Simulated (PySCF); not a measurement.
A structure optimised at PBE-D3(BJ)/def2-SVP, used in a PySCF frequency run:

```xyz
14

C      0.2657     1.8606    -0.0390
N      1.4084     1.2923    -0.1585
Si     1.7574    -0.4520    -0.2188
Si    -0.1768    -1.7354     0.2316
N     -1.5060    -0.6045    -0.0569
Si    -1.5081     1.1380     0.0900
H      0.2677     2.9856    -0.0098
H      2.8590    -0.7109     0.7712
H      2.2933    -0.7326    -1.5972
H     -0.1745    -2.3011     1.6355
H     -0.3347    -2.9123    -0.6995
H     -2.4324    -1.0314    -0.1705
H     -2.0832     1.6552     1.3898
H     -2.3210     1.7608    -1.0171
```
Charge 0, spin multiplicity 1.

Question: Write its SMILES and formula.

Answer: C1=N[SiH2][SiH2]N[SiH2]1, CH8N2Si3

Question: What are its rotational constants (standard atomic weights)?

Answer: 2.2796, 1.8659, 1.0723 GHz
